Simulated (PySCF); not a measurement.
# Dipole response of Zn⁺ (zinc, charge +1)

[Ar] 3d10 4s1, 2S determinant. Computed with PySCF 2.14 in def2-QZVPPD, with no relativity, point nucleus. Coupled (time-dependent) response in atomic units; α is the mean over directions.

```tsv
method	mean α (bohr³)	C₆ (like pair)	S(−4)
HSE06	18.77	78.67	303.3
```

S(−4) is the Cauchy moment in α(ω) = α(0) + S(−4) ω² + …

α(iu) at HSE06:

```json
{"u (hartree)": "0", "α(iu) (bohr³)": "18.77"}
{"u (hartree)": "0.0500", "α(iu) (bohr³)": "18.05"}
{"u (hartree)": "0.100", "α(iu) (bohr³)": "16.23"}
{"u (hartree)": "0.200", "α(iu) (bohr³)": "11.87"}
{"u (hartree)": "0.300", "α(iu) (bohr³)": "8.614"}
{"u (hartree)": "0.500", "α(iu) (bohr³)": "5.190"}
{"u (hartree)": "0.750", "α(iu) (bohr³)": "3.375"}
{"u (hartree)": "1.00", "α(iu) (bohr³)": "2.484"}
{"u (hartree)": "1.50", "α(iu) (bohr³)": "1.608"}
{"u (hartree)": "2.00", "α(iu) (bohr³)": "1.170"}
{"u (hartree)": "3.00", "α(iu) (bohr³)": "0.7294"}
{"u (hartree)": "5.00", "α(iu) (bohr³)": "0.3768"}
```

A single London oscillator, α(iu) = α/(1 + u²/ω²), gives C₆ = (3/4) ω α². Matching the computed C₆ needs ω = 4 × 78.67 / (3 × 18.77²) = 0.298 hartree.

For an ion, C₆ is the dispersion term alone; charge-induced terms of lower order in 1/R come first.
